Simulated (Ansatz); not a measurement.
System: CBrClF, net charge -1, singlet state. It need not be the lowest isomer of its formula. Whether it binds its extra electron was not tested at this geometry. 
Coordinates optimised at B3LYP-D3(BJ)/def2-TZVP (Ansatz, a quantum-chemistry and plane-wave program):
```
C
F 1 1.3494
Cl 1 1.9576 2 101.89
Br 1 2.2861 2 100.81 3 105.34
```
Charge -1, spin multiplicity 1.

Total electronic energies in hartree. Correlated levels leave the core frozen unless marked. No spin-orbit coupling. The frozen core is the preceding noble-gas configuration, with the filled d and f shells of earlier blocks. No relativistic terms. CBS marks a two-point X^-3 extrapolation of the correlation energy; Hartree-Fock from the larger set. [CCSD(T)-MP2]/basis is that difference in the basis named.

```csv
level,program,energy (Eh)
revPBE-D3(BJ)/def2-TZVPD,Ansatz + dftd3,?
r2SCAN-D3(BJ)/def2-TZVPD,Ansatz + dftd3,-3172.28415
r2SCAN-D4/def2-TZVPD,Ansatz + dftd4,-3172.28418
BHLYP-D4/def2-TZVPD,Ansatz + dftd4,-3172.31119
LC-wPBE/def2-TZVPD,Ansatz,-3171.80874
MP2/6-31G,Ansatz,-3169.04139
RI-MP2/def2-TZVPP,Ansatz,-3170.02717
CCSD/def2-SVP,Ansatz,-3169.20070
"RI-MP2/CBS(def2-TZVPPD,def2-QZVPPD)+[CCSD(T)-MP2]/def2-TZVPPD",Ansatz,-3170.2948
```

**Question.** Complete the blanks.

**Answer.** 
- revPBE-D3(BJ)/def2-TZVPD, energy (Eh): -3172.05575
